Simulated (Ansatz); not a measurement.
The cluster Al₃Ga⁻ (the lowest doublet isomer of a short search) was relaxed with PBE0-D4 (def2-SVPD) in Ansatz in these states: charge -1 doublet, charge -1 quartet. The geometries follow in no particular order.

A:

```xyz
4

Al    0.3755    0.2596    1.4973
Al    1.9403    0.0196   -0.5001
Al   -0.3918   -0.2588   -1.4929
Ga   -1.9240   -0.0204    0.4957
```

B:

Cartesian coordinates in Å:
```
Al 0.4867 -1.0469 0.6005
Al -1.2439 -1.3486 -1.3396
Al -0.4860 1.0458 -0.6031
Ga 1.2432 1.3498 1.3422
```

Task: Judge from the bond lengths which geometry belongs to which state (an estimate).

Result: A is the charge -1 doublet (Al3–Ga4 2.522 Å, Al1–Ga4 2.524 Å, Al1–Al2 2.549 Å); B is the charge -1 quartet (Al3–Ga4 2.620 Å, Al1–Ga4 2.620 Å, Al1–Al2 2.617 Å).
